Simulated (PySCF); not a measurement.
PySCF input:

```python
from pyscf import gto, scf, dft

mol = gto.M(
    atom='''
    Si    1.22940788    0.00116688   -0.03142096
    Si   -1.22940788   -0.00116688    0.03142096
    O    -0.00184538    1.17239646   -0.02866502
    O     0.00184538   -1.17239646    0.02866502
    ''',
    basis='def2-tzvpd',
    charge=0,
    spin=0,
    verbose=4,
)

mf = dft.RKS(mol, xc='tpssh').density_fit(auxbasis='def2-universal-jkfit')
mf.grids.level = 3
mf.conv_tol = 1e-9
mf.max_cycle = 100
mf.max_memory = 1500
mf.kernel()
if not mf.converged:
    mf = mf.newton()
    mf.kernel(mf.make_rdm1())
mf.analyze()
```

### Question
Which total energy does the run end on?

### Answer
-729.63835 Eh (TPSSh/def2-TZVPD).
